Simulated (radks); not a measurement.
The numbers below are computed, except where a source is named.
Problem. These are the eigenvalues of the occupied orbitals of an atom or ion with whole-number occupations (hartree). Code: a radial shooting solver on a logarithmic mesh with Libxc functionals. Model: scalar-relativistic Kohn-Sham, PBE, spin-unpolarised, spherical densities, point nucleus.

orbital  eigenvalue
1s        -1674.493
2s        -288.8900
2p        -260.1123
3s        -78.07872
3p        -69.04023
3d        -56.73846
4s        -29.40936
4p        -26.24620
4d        -21.79476

Which element is it, and in what charge state? The configuration may be excited.

Solution. Z = 61, promethium, charge +20: Pm20+ in [Kr] 4d5. The list shows which subshells hold electrons but not how many an open one holds; the 1s level, -1674.5 hartree, gives Z - s = 57.9 by -(Z - s)^2/2, which with screening and relativity narrows Z to a few neighbours, and the depths of the outer levels then fix element, charge and occupations together.
